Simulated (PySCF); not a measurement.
2-fluorocyclopenta-1,3-diene (C5H5F), SMILES FC1=CCC=C1. Atoms are numbered in the order given.

```xyz
11

F      0.0013    -2.0646     0.0000
C      0.0442    -0.7408     0.0000
C      1.1472     0.0316     0.0000
C      0.6859     1.4534     0.0000
C     -0.8093     1.3595     0.0000
C     -1.1745     0.0617     0.0000
H      2.1820    -0.3059     0.0000
H      1.0521     2.0123    -0.8815
H      1.0521     2.0123     0.8815
H     -1.4752     2.2229     0.0000
H     -2.1833    -0.3523     0.0000
```

The structure is a stationary point at PBE0-D3(BJ)/def2-SVP. Other conformers were not sampled.

Method: PySCF with SMD-B3LYP/6-31G*.

Solvation free energies are E(SMD) − E(gas) at the gas-phase geometry, for 1 M in both phases. In vacuum the dipole moment is 1.64 D.

```json
[
 {"solvent": "water", "ΔG(solv) (kcal/mol)": "0.1", "its non-electrostatic (CDS) part": "3.2", "dipole (D)": "2.21"},
 {"solvent": "dimethylsulfoxide", "ΔG(solv) (kcal/mol)": "-2.7", "its non-electrostatic (CDS) part": "0.4", "dipole (D)": "2.20"},
 {"solvent": "1-octanol", "ΔG(solv) (kcal/mol)": "-3.0", "its non-electrostatic (CDS) part": "-0.4", "dipole (D)": "2.13"}
]
```
